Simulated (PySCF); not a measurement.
# Diatomic anions of Br with group 14

PBE0 with triple-zeta basis sets in PySCF, for the lowest determinant that a PBE0 search found; no spin–orbit coupling. De refers to high-spin ground-configuration atoms (the charge goes to the atom of lower measured ionisation energy or higher electron affinity, which is not always the lowest computed limit). A positive dipole points towards Br; it is taken about the centre of mass and depends on that origin.

```csv
M,basis,charged atom,state (unpaired electrons),Re (Å),ωe (cm⁻¹),De (eV),μ (D)
C,def2-TZVPPD,Br−,triplet (π ↑↑),2.032,439,1.80,4.36
Ge,def2-TZVPPD,Br−,triplet (π ↑↑),2.525,201,1.69,0.88
Sn,def2-TZVPPD,Br−,triplet (π ↑↑),2.706,170,1.66,-0.52
```

(1) The row for M = Si is missing. Estimate Re, ωe and De as the mean of the rows for C and Ge, and compare with the calculation.

These are scalar-relativistic numbers at best; spin–orbit coupling would shift them, the dissociation energy most. For an ion De counts to the pair picked by the measured ionisation energies or electron affinities, which need not be the lowest pair at this level. The highest Kohn–Sham level is positive in some of these anions. Much of that is self-interaction error, but it also means that the finite basis helps to hold the extra electron. States were picked by a PBE0 search and need not be the measured ground states.

Answers

(1) The means are 2.279 Å, 320 cm⁻¹ and 1.75 eV. PBE0 in def2-TZVPPD gives SiBr⁻ as a triplet (π ↑↑) with Re = 2.426 Å, ωe = 287 cm⁻¹, De = 1.88 eV, so the estimate is off by -14.7 pm, +11 % and -0.13 eV.
